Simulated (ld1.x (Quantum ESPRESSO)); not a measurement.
## Be (Z = 4): variants of one PAW potential

Base potential:

ld1.x (Quantum ESPRESSO) 7.5 input, shortened:

```
&input
   title='Be', zed=4., rel=1, dft='PBESOL', iswitch=3,
   config='[He] 2s2 2p0 3d-2'
 /
 &inputp
   pseudotype=3, lpaw=.true., tm=.true., lloc=-1, rcloc=2.50,
   nlcc=.false.,
   which_augfun='GAUSS', rmatch_augfun=0.50
 /
5
1S  1  0   2.00   0.00  0.65  0.75  0.0
2S  2  0   2.00   0.00  0.65  0.75  0.0
2P  2  1   0.00   0.00  2.50  2.95  0.0
2P  2  1   0.00   1.85  2.50  2.95  0.0
3D  3  2  -2.00   0.50  1.65  2.15  0.0
 &test
   configts(1)='1s2 2s2 2p0'
 /
```

All-electron outer shells of the reference configuration (PBEsol, scalar-relativistic, ld1.x):

```
shell  level (eV)  outermost node (bohr)  outermost maximum (bohr)
   1s     -105.45                      –                      0.27
   2s       -5.54                   0.60                      2.04
   2p       -1.97                      –                      2.31
```

Cutoffs, loose and tight: the cutoffs (Ry, on a coarse ladder) from which the occupation-weighted sum of valence levels, in a spherical-Bessel basis at the reference potential, stays within 10 and 1 mRy of its value at 400 Ry. They do not see the model core or the augmentation charge, which bear on the density cutoff. Test errors are all-electron minus pseudo excitation energies from the reference, over the configurations 1s2 2s1 2p0; 1s2 2s0 2p0; 1s2 2s1.5 2p0; 1s2 2s0 2p2; 1s2 2s0 2p1; 1s2 2s1 2p1; 1s1 2s2 2p0. A dash means not determined; rows that change the core or the reference have their own tests. The largest error is taken over the tests solved by every variant that gives reliable tests at all: 1s2 2s0 2p0; 1s2 2s1 2p0; 1s2 2s1.5 2p0.

A true bound ghost makes a file unfit for plane-wave use even where its test errors are small: the radial tests pick states by their node count and pass the ghost by.

| change | outcome | cutoff, loose | cutoff, tight | bound ghosts | largest test error (meV) |
| --- | --- | --- | --- | --- | --- |
| base | generated | 140 Ry | 180 Ry | none | -0.9 |
| wave 2p channel at 1.85 Ry: rcut 2.50, rcutus 2.95 bohr becomes 2p channel at -0.18 Ry: rcut 2.50, rcutus 2.95 bohr | generated | 140 Ry | 180 Ry | none | -0.9 |
| wave 2p channel at 1.85 Ry: rcut 2.50, rcutus 2.95 bohr becomes 2p channel at -0.08 Ry: rcut 2.50, rcutus 2.95 bohr | generated | 140 Ry | 180 Ry | none | -0.9 |
| wave 2p channel at 1.85 Ry: rcut 2.50, rcutus 2.95 bohr becomes 2p channel at 0.03 Ry: rcut 2.50, rcutus 2.95 bohr | generated | 140 Ry | 180 Ry | none | -0.9 |
| wave 2p channel at 1.85 Ry: rcut 2.50, rcutus 2.95 bohr becomes 2p channel at 0.17 Ry: rcut 2.50, rcutus 2.95 bohr | generated | 140 Ry | 180 Ry | none | -0.9 |
| wave 2p channel at 1.85 Ry: rcut 2.50, rcutus 2.95 bohr becomes 2p channel at 0.33 Ry: rcut 2.50, rcutus 2.95 bohr | generated | 140 Ry | 180 Ry | none | -0.9 |
| wave 2p channel at 1.85 Ry: rcut 2.50, rcutus 2.95 bohr becomes 2p channel at 0.75 Ry: rcut 2.50, rcutus 2.95 bohr | generated | 140 Ry | 180 Ry | none | -0.9 |
| wave 2p channel at 1.85 Ry: rcut 2.50, rcutus 2.95 bohr becomes 2p channel at 1.54 Ry: rcut 2.50, rcutus 2.95 bohr | generated | 140 Ry | 180 Ry | none | -0.9 |
| wave 2p channel at 1.85 Ry: rcut 2.50, rcutus 2.95 bohr becomes 2p channel at 2.3 Ry: rcut 2.50, rcutus 2.95 bohr | generated | 140 Ry | 180 Ry | none | -0.9 |
| wave 2p channel at 1.85 Ry: rcut 2.50, rcutus 2.95 bohr becomes 2p channel at 3.8 Ry: rcut 2.50, rcutus 2.95 bohr | generated | 140 Ry | 180 Ry | none | -0.9 |

(1) What comes out with this change to the base: wave 2p channel at 1.85 Ry: rcut 2.50, rcutus 2.95 bohr becomes 2p channel at 6.99 Ry: rcut 2.50, rcutus 2.95 bohr?

Answers

(1) outcome: generated; cutoff, loose: 140 Ry; cutoff, tight: 180 Ry; bound ghosts: p; largest test error (meV): -0.9.
